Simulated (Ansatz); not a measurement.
Reaction (redistribution): `C[Si](C)(C)[CH2][Ga]([F])[Cl]` + `[SiH3]BCl` → `[F][Ga]([SiH3])[Cl]` + `C[Si](C)(C)CBCl`

Program: Ansatz. Geometries: PBE0-D4/def2-TZVP. ΔE: electronic, gas phase. CCSD(T)/CBS is the MP2 limit (def2-TZVPP, def2-QZVPP) plus CCSD(T) − MP2 in def2-TZVPP, frozen cores. This one scheme is used for every species. Functionals use def2-TZVPP. For Ga outer-core shells are correlated without core-valence functions, which leaves a few kJ/mol of doubt a bond. Scalar relativity is left out up to krypton. Each species was taken in one conformer, which may not be the lowest.

| species | ωB97M-V energy (Eh) |
| --- | --- |
| `C[Si](C)(C)[CH2][Ga]([F])[Cl]` | -2933.46962 |
| `[SiH3]BCl` | -776.91307 |
| `[F][Ga]([SiH3])[Cl]` | -2776.18634 |
| `C[Si](C)(C)CBCl` | -934.22166 |

Task: Work out ΔE.

Result: ΔE = (-2776.18634) + (-934.22166) − (-2933.46962) − (-776.91307) = -0.02531 Eh = -0.69 eV. CCSD(T)/CBS gives -0.59 eV.

Largest T1 diagnostic among the species: 0.014.

Leaving LDA and LC-ωPBE aside and taking each functional with its dispersion term where it has one, the values, not all of them listed here, spread over 0.09 eV, from B97M-V to ωB97X-V. The D4 term adds +0.04 eV with B3LYP and +0.02 eV with PBE0; it sums over pairs of atoms, weighted by their polarisabilities, and B3LYP, whose exchange is more repulsive, gets the larger term. In def2-TZVPP, CCSD(T) changes the Hartree–Fock value by +0.08 eV (the triples alone add +0.01 eV) and MP2 by +0.07 eV.

B3LYP here is the variant with VWN-RPA as its local correlation; programs differ in this.
